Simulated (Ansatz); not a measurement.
Two isomers of C2H6AlFO: A = `C[O][AlH][CH2]F`, B = `CO[CH2][AlH][F]`.

Calculated with Ansatz (gas phase, PBE0-D4/def2-TZVP geometries, no zero-point term in ΔE). CCSD(T)/CBS adds triple-zeta CCSD(T) − MP2 to the extrapolated MP2 energy (def2 sets, frozen cores). Functionals use def2-TZVPP. B3LYP here is the variant with VWN-RPA as its local correlation; programs differ in this. Each species was taken in one conformer, which may not be the lowest.

A:

```xyz
11

C    -0.2221    1.9376    0.3098
O    -0.8551    0.9719   -0.4805
Al   -0.7188   -0.6719   -0.7880
C     0.6679   -1.7624    0.1167
F     1.4474   -0.9868    0.9855
H    -0.9456    2.3893    0.9960
H     0.1779    2.7343   -0.3259
H     0.6001    1.5195    0.8995
H    -1.7315   -1.3092   -1.8188
H     0.2312   -2.5803    0.7051
H     1.3485   -2.2421   -0.5992
```

B:

```xyz
11

C    -0.292   -1.086   -1.140
O     0.701   -0.116   -1.010
C     0.944    0.209    0.351
Al   -0.518    1.315    1.093
F    -0.464    1.692    2.703
H     0.002   -2.034   -0.667
H    -0.463   -1.255   -2.203
H    -1.244   -0.762   -0.682
H     1.157   -0.697    0.940
H     1.871    0.795    0.371
H    -1.693    1.939    0.243
```

Question: Which is lower in electronic energy at CCSD(T)/CBS, and by how much? (An estimate is asked.)

Answer: Computed: B, by 16.3 kcal/mol.

Question: Give E(B) − E(A) in kcal/mol with MP2/def2-TZVPP, r2SCAN-D4, PBE-D4, B3LYP-D4, PBE0-D4, ωB97M-V, B3LYP. (Estimate.)

Answer: Computed: MP2/def2-TZVPP -17.2, r2SCAN-D4 -15.5, PBE-D4 -15.6, B3LYP-D4 -14.4, PBE0-D4 -15.5, ωB97M-V -15.2, B3LYP -14.1. None reverses the order clearly.

Largest T1 diagnostic: 0.012.

In def2-TZVPP, CCSD(T) changes the Hartree–Fock value by −3.1 kcal/mol (the triples alone add −0.4 kcal/mol) and MP2 by −4.2 kcal/mol.
